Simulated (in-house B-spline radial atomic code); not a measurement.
How numerical settings move a run on Br3+, [Ar] 3d10 4s2 4p2. Computed with a B-spline radial code for spherical atoms: non-relativistic LC-wPBE, spin-polarised, spherical fractional occupations, point nucleus.

Command:
```bash
python run_scf.py task.json out
```
Settings of the sound reference run:
```
Z                35
electrons        32
configuration    [Ar] 3d10 4s2 4p2
hamiltonian      nr
method           lc_wpbe
spin_polarised   True
knot_spacing     0.22
spline_order     8
gauss_points     12
box_radius       16.22
max_iterations   70
damping          0.5
damped_steps     3
diis_vectors     10
tolerance        1e-08
start            Thomas-Fermi
```

Cost of the run: 0.48 s on 1 thread of Arm Neoverse V1, on a shared host.

It converges in 10 iterations to -2571.185774 hartree, with 4p up at -42.5631 eV. The other runs change the listed settings, some to values that make no sense; their results aren't properties of the atom or ion. Radii are in bohr (the nuclear one in fm), a minus after a letter asks for a j subshell, and «unchanged» means within 1e-8 hartree. The run stops when the residual is below 10 × tolerance × max(1, Z/10), or a noise floor if that is larger, and the energy moves by less than 1e-8 × √|E| hartree; so very loose and very tight tolerances often act alike.

| changed settings | outcome |
| --- | --- |
| knot_spacing = 0.1 | converged in 9 iterations, energy -8.64e-06 hartree from the reference, 4p up level +2.3e-05 eV |
| knot_spacing = 0.4 | converged in 10 iterations, energy +3.49e-04 hartree from the reference, 4p up level +1.5e-04 eV |
| electrons = 33, configuration = [Ar] 3d10 4s2 4p2 5p-1, max_iterations = 75 | stopped with error: j subshells need the Dirac Hamiltonian and l > 0 |
| spline_order = 7 | converged in 10 iterations, energy +1.07e-06 hartree from the reference, 4p up level +1.5e-04 eV |
| first_knot = 0.0857 | converged in 10 iterations, energy +2.73e-03 hartree from the reference, 4p up level +7.2e-05 eV |
| knot_spacing = 1.4 | converged in 10 iterations, energy +1.14e+02 hartree from the reference, 4p up level -2.1e-01 eV (the program warns: 4p up reaches the box edge; 1s up reaches the box edge) |
| spline_order = 6 | converged in 10 iterations, energy -6.57e-07 hartree from the reference, 4p up level -5.9e-06 eV |
| spline_order = 10 | converged in 10 iterations, energy +9.16e-07 hartree from the reference, 4p up level +1.0e-04 eV |
| first_knot = 2.86e-06 | converged in 8 iterations, energy -3.35e-06 hartree from the reference, 4p up level +4.2e-05 eV |
| knot_spacing = 2 | converged in 10 iterations, energy +1.69e+02 hartree from the reference, 4p up level -1.8e+00 eV (the program warns: 4p up reaches the box edge; 1s up reaches the box edge) |
| gauss_points = 8, box_radius = 1.62, max_iterations = 60, damped_steps = 1, start = bare nucleus | converged in 9 iterations, energy +1.19e+01 hartree from the reference, 4p up level +1.0e+02 eV (the program warns: 4p up has a positive eigenvalue: unbound, held by the box; 4s up has a positive eigenvalue: unbound, held by the box) |
| spline_order = 4 | converged in 10 iterations, energy +9.87e-04 hartree from the reference, 4p up level +9.8e-06 eV |
| gauss_points = 5, max_iterations = 75, damped_steps = 8 | converged in 12 iterations, energy -9.14e-06 hartree from the reference, 4p up level -3.5e-06 eV |
| first_knot = 2.86e-05 | converged in 8 iterations, energy -2.14e-06 hartree from the reference, 4p up level +1.3e-04 eV |
| spline_order = 3 | converged in 10 iterations, energy +6.18e-02 hartree from the reference, 4p up level +1.1e-03 eV |
| knot_spacing = 0.15 | converged in 9 iterations, energy -1.37e-05 hartree from the reference, 4p up level +4.4e-05 eV |
| first_knot = 0.000286 | converged in 9 iterations, energy -8.71e-06 hartree from the reference, 4p up level +3.3e-05 eV |
| spline_order = 5 | converged in 10 iterations, energy +3.26e-05 hartree from the reference, 4p up level +1.2e-04 eV |
| knot_spacing = 0.55 | converged in 10 iterations, energy +4.73e-02 hartree from the reference, 4p up level -1.3e-03 eV |
| first_knot = 0.00857 | converged in 10 iterations, energy -3.23e-06 hartree from the reference, 4p up level +6.1e-05 eV |

Q: What happens with hamiltonian = dirac, method = hf, nucleus = fermi, rms_radius = 4.1629, mass_number = 79, atomic_mass = 78.91834, speed_of_light = 137.036?

A: Stopped with error: spin polarisation is not served with the Dirac Hamiltonian.

Q: What happens with first_knot = 0.00286?

A: Converged in 10 iterations, energy -4.33e-06 hartree from the reference, 4p up level +6.5e-05 eV.

Q: What happens with knot_spacing = 0.3?

A: Converged in 10 iterations, energy +2.79e-05 hartree from the reference, 4p up level +1.2e-04 eV.

Q: What happens with knot_spacing = 0.75?

A: Converged in 10 iterations, energy +1.58e+00 hartree from the reference, 4p up level +1.4e-03 eV (the program warns: 3s up reaches the box edge; 3s down reaches the box edge).
